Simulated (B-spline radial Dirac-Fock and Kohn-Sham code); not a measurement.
Ce⁶⁺: eigenvalues, ΔSCF and the reference

System: Ce⁶⁺, [Kr] 4d10 5s2 5p4.

The density-functional columns are spherical, spin-unpolarised Dirac-Kohn-Sham results without Breit or QED terms: −ε is minus the orbital energy of the initial state and ΔSCF the difference of two total energies. The reference in the last column comes from ΔSCF Dirac-Fock with Breit, self-energy and vacuum polarisation, finite nucleus, configuration average. All numbers are from a radial atomic solver, in eV; a selection of levels is shown. The Kohn-Sham columns are given as differences from the reference. For the 1s level of heavy atoms much of the gap between ΔSCF and the reference is the Breit and QED part, -156.0 eV here; for other levels the error of the functional can be larger.

```csv
level,PBE −ε − DF,PBE ΔSCF − DF,LDA −ε − DF,LDA ΔSCF − DF,Dirac-Fock
K,-224.0,+186.0,-265.1,+143.6,40533.0
L1,-130.5,-52.8,-135.8,-57.8,6647.7
L2,-99.9,-3.3,-101.9,-5.3,6257.5
L3,-105.4,-16.3,-106.9,-17.7,5816.4
M1,-68.9,-40.2,-70.3,-41.6,1534.3
M2,-56.2,-26.5,-56.7,-26.9,1369.4
M3,-55.6,-27.1,-55.9,-27.3,1281.0
M4,-36.9,-4.9,-36.6,-4.5,995.9
M5,-37.3,-5.8,-37.0,-5.4,977.6
N1,-32.8,-18.4,-33.4,-19.0,390.2
N2,-26.0,-11.9,-26.2,-12.1,326.6
N4,-12.7,+0.3,-12.6,+0.4,200.8
N5,-12.8,+0.1,-12.7,+0.2,197.4
O1,-8.1,-0.4,-7.8,0.0,115.1
"O2,3",-5.8,+1.2,-5.5,+1.5,92.92
```

Values without a named source are computed, but for edge energies of neutral atoms, which are taken from tables.
